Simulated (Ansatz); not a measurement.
Total energies of F₂H₄O₂Si₂, SMILES `O[Si](O)(F)[SiH2]F`.

```xyz
10

O     0.035    1.339   -1.411
Si    0.353    0.643    0.032
O     1.939    0.302    0.094
F    -0.060    1.692    1.167
Si   -0.778   -1.370    0.424
F    -2.354   -1.095    0.256
H    -0.766    1.857   -1.503
H     2.567    0.921   -0.286
H    -0.546   -1.887    1.796
H    -0.389   -2.403   -0.568
```

Total charge 0; spin multiplicity 1. Geometry: relaxed with PBE0-D4/def2-TZVP. It is one conformer, not always the lowest. Basis def2-TZVPP, Ansatz 0.2.0.

RPA on PBE orbitals: Hartree–Fock energy of these orbitals -929.14993 Eh, correlation -1.88007 Eh (frozen core).

```json
{"functional": "r2SCANh", "energy without D4 (Eh)": "-931.71782", "D4 term (kJ/mol)": "-5.8"}
{"functional": "ωB97M-V", "energy without D4 (Eh)": "-931.81546", "D4 term (kJ/mol)": "–"}
```

Question: Give the same for LDA (SPW92), PBE, revPBE, BLYP, r2SCAN, B97M-V, PBE0, B3LYP, r2SCAN0, HSE06 (plane-wave form), BHLYP, CAM-B3LYP, LC-ωPBE, ωB97X-V, B2PLYP, PBE-QIDH. (Estimate.)

Answer: Ansatz gave: 
```tsv
functional	energy without D4 (Eh)	D4 term (kJ/mol)
LDA (SPW92)	-927.27523	–
PBE	-931.29130	-22.4
revPBE	-931.69021	-63.2
BLYP	-931.89889	-48.6
r2SCAN	-931.74103	-5.4
B97M-V	-931.67775	–
PBE0	-931.34859	-19.0
B3LYP	-931.98799	-36.3
r2SCAN0	-931.68460	-6.5
HSE06 (plane-wave form)	-931.32091	-17.9
BHLYP	-931.80773	-29.0
CAM-B3LYP	-931.87506	-19.5
LC-ωPBE	-931.56956	–
ωB97X-V	-931.73484	–
B2PLYP	-931.51128	–
PBE-QIDH	-931.14377	–
```

B3LYP takes the VWN-RPA correlation (the form of Gaussian; ORCA's B3LYP/G). HSE06 is the plane-wave form, built on full-range PBE exchange. The double hybrids freeze the cores in their second-order part.

LC-ωPBE has ω = 0.4 bohr⁻¹.
